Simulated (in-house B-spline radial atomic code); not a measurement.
Ionising Ir+ with different functionals

Computed with a radial B-spline atomic code at the basis-set limit: four-component Dirac-Coulomb Hamiltonian, Fermi nucleus of rms radius 5.4032 fm, spin-restricted, spherical fractional occupations for the functionals. The ionisation energy is the difference of two self-consistent energies, [Xe] 4f14 5d7 6s1 → [Xe] 4f14 5d7, without Breit or QED terms; ε is the level of the shell that loses the electron (mean over j).

Hybrids are left out here: with spherical fractional occupations of an open shell their exact exchange keeps a self-interaction that integer-occupation calculations don't have.

| method | rung | ΔSCF (eV) | -ε(6s) (eV) |
| --- | --- | --- | --- |
| LDA VWN5 | LDA | 17.84 | 13.90 |
| relativistic LDA | LDA | 17.78 | 13.85 |
| LDA PW92 | LDA | 17.84 | 13.90 |
| LDA exchange-only | LDA | 16.70 | 12.78 |
| PBE | GGA | 17.47 | 13.56 |
| PBEsol | GGA | 17.49 | 13.61 |
| BLYP | GGA | ? | ? |
| RPBE | GGA | 17.32 | 13.43 |
| PW91 | GGA | ? | ? |
| BP86 | GGA | 17.64 | 13.76 |
| AM05 | GGA | 17.44 | 13.56 |
| OLYP | GGA | 17.12 | 13.21 |

(1) What does BLYP give?

(2) What does PW91 give?

(3) How do they compare with the NIST value?

## Answers

(1) ΔSCF 17.54 eV, and -ε(6s) = 13.58 eV.

(2) ΔSCF 17.55 eV, and -ε(6s) = 13.64 eV.

(3) NIST lists 17.0 eV ± 0.3 (semi-empirical, ground level to ground level). Errors run from -0.30 to +0.84 eV; OLYP is closest (+0.12 eV), though others lie within the uncertainty of it, and part of that can be cancellation, since the calculations leave out Breit-QED terms, spin polarisation, the choice among j levels, multiplet and fine-structure energies.
